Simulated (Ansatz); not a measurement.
System: B2, net charge 0, triplet state. SMILES: B#B
Structure (B3LYP-D3(BJ)/def2-TZVP (Ansatz, an electronic-structure program) minimum search):
```
B
B 1 1.5680
```
Charge 0, spin multiplicity 3.

Property: vertical electron affinity (to the quartet state of charge -1; a negative value means that the extra electron is unbound and the number depends on the basis; each state is the SCF solution reached for its spin; the UHF <S^2> is 2.91 for the triplet (pure: 2.00); for the quartet the Hartree-Fock reference is unstable and T1 is 0.036; for the triplet T1 is 0.070), in eV. Cores are frozen in the correlated levels unless marked. UHF or UKS for open shells. Spin-orbit coupling is left out. Non-relativistic. Anions need diffuse functions: aug- sets have them; def2-D sets add few.  The program attaches cautions to a run behind CCSD/aug-cc-pVDZ: large difference. The program attaches cautions to a run behind CCSD/def2-SVPD: large difference. The program attaches cautions to a run behind CCSD/aug-cc-pVTZ: large difference. The program attaches cautions to a run behind CCSD/def2-TZVPPD: large difference. The program attaches cautions to a run behind CCSD/def2-QZVPPD: large difference. The program attaches cautions to a run behind CCSD(T)/aug-cc-pVDZ: large difference. The program attaches cautions to a run behind CCSD(T)/def2-SVPD: large difference. The program attaches cautions to a run behind CCSD(T)/aug-cc-pVTZ: large difference. The program attaches cautions to a run behind CCSD(T)/def2-QZVPPD: large difference.

```csv
level,program,vertical electron affinity (eV)
SVWN5/def2-TZVPD,Ansatz,2.22
r2SCAN/def2-TZVPD,Ansatz,1.74
BHLYP/def2-TZVPD,Ansatz,1.80
wB97X-V/def2-TZVPD,Ansatz,1.98
wB97X/def2-TZVPD,Ansatz,1.92
CCSD/aug-cc-pVDZ,Ansatz,1.86
CCSD/def2-SVPD,Ansatz,1.76
CCSD/aug-cc-pVTZ,Ansatz,1.94
CCSD/def2-TZVPPD,Ansatz,1.91
CCSD/def2-QZVPPD,Ansatz,1.94
CCSD(T)/aug-cc-pVDZ,Ansatz,1.91
CCSD(T)/def2-SVPD,Ansatz,1.82
CCSD(T)/aug-cc-pVTZ,Ansatz,2.02
CCSD(T)/def2-QZVPPD,Ansatz,2.03
```
